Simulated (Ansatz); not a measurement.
`F[SiH2]O[SiH2]F` and `O[SiH2]F` differ in one atom or group.

Ansatz, PBE0-D4/def2-TZVP geometries, multiplicity 1. Each molecule was computed in one conformer, which needn't be the lowest.

```
                                          property  `F[SiH2]O[SiH2]F`
               HOMO energy (B3LYP/def2-TZVPP) / eV              -9.20
             LUMO energy (ωB97M-V/def2-TZVPP) / eV               2.06
size of the dipole moment (ωB97M-V/def2-TZVPP) / D               1.39
           HOMO–LUMO gap (ωB97M-V/def2-TZVPP) / eV              13.75
    size of the dipole moment (PBE/def2-TZVPP) / D               1.32
                 HOMO energy (PBE/def2-TZVPP) / eV              -7.93
```

(1) Give the same properties after the change, and the shifts. (Estimate.)

Results:

(1) The calculation gave: 
| property | `O[SiH2]F` | shift |
| --- | --- | --- |
| HOMO energy (B3LYP/def2-TZVPP) / eV | -9.13 | 0.07 |
| LUMO energy (ωB97M-V/def2-TZVPP) / eV | 1.91 | -0.15 |
| size of the dipole moment (ωB97M-V/def2-TZVPP) / D | 1.60 | 0.21 |
| HOMO–LUMO gap (ωB97M-V/def2-TZVPP) / eV | 13.54 | -0.21 |
| size of the dipole moment (PBE/def2-TZVPP) / D | 1.55 | 0.23 |
| HOMO energy (PBE/def2-TZVPP) / eV | -7.81 | 0.12 |

The zero-point energy changes by -30.8 kJ/mol with -9 modes. Dipoles are sizes alone; their direction can turn.

B3LYP here is the variant with VWN-RPA as its local correlation; programs differ in this.
